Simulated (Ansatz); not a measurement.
Species: CH₂N, charge 0, doublet. CH2N (SMILES [CH]=N, doublet).
B3LYP-D3(BJ)/def2-TZVP minimum from Ansatz (a quantum-chemistry and plane-wave program):
```
C
N 1 1.2170
H 2 1.0264 1 122.80
H 1 1.0983 2 134.02 3 0.00
```
Charge 0, spin multiplicity 2.

Property: atomisation energy (electronic, to ground-state atoms), in kJ/mol. UHF or UKS for unpaired electrons; spin-orbit terms are left out. CBS(X,Y): correlation extrapolated as X^-3, Hartree-Fock from the larger set (Q,5: extrapolated as (X+1)exp(-9√X)). A bracket is a step between two methods taken in the basis named. The functionals are non-relativistic, so their misses hold any scalar relativity. Double hybrids freeze cores in their MP2 part. 'core' is core correlation in cc-pwCVTZ, 'X2C' scalar relativity in cc-pVTZ-DK, both at CCSD(T). Where a partner has so few electrons that a lower coupled-cluster level is exact, that level stands in. The UHF reference of CH2N ([CH]=N, doublet) is spin-contaminated (<S^2> up to 0.08 over the pure value in the sets run).

CCSD(T)/CBS(cc-pVQZ,cc-pV5Z) + [CCSDT(Q) - CCSD(T)]/cc-pVTZ + [CCSDTQ - CCSDT(Q)]/cc-pVDZ + core + X2C (Ansatz) gives 1384.6 kJ/mol.

What does PBE/def2-TZVPD (Ansatz) give here, and how do the other levels compare?

PBE gives 1460.5 kJ/mol, 75.9 kJ/mol above it. Differences of the others: r2SCAN/def2-TZVPD (Ansatz) 7.2; B3LYP/def2-TZVPD (Ansatz) 21.5; PBE0/def2-TZVPD (Ansatz) 15.3; wB97M-V/def2-TZVPD (Ansatz) 8.9; B2PLYP/def2-TZVPD (Ansatz) -1.8; CCSD(T)/CBS(cc-pVQZ,cc-pV5Z) + core + X2C (Ansatz) -2.0 kJ/mol. Nearer than PBE: r2SCAN/def2-TZVPD, B3LYP/def2-TZVPD, PBE0/def2-TZVPD, wB97M-V/def2-TZVPD, B2PLYP/def2-TZVPD, CCSD(T)/CBS(cc-pVQZ,cc-pV5Z) + core + X2C.
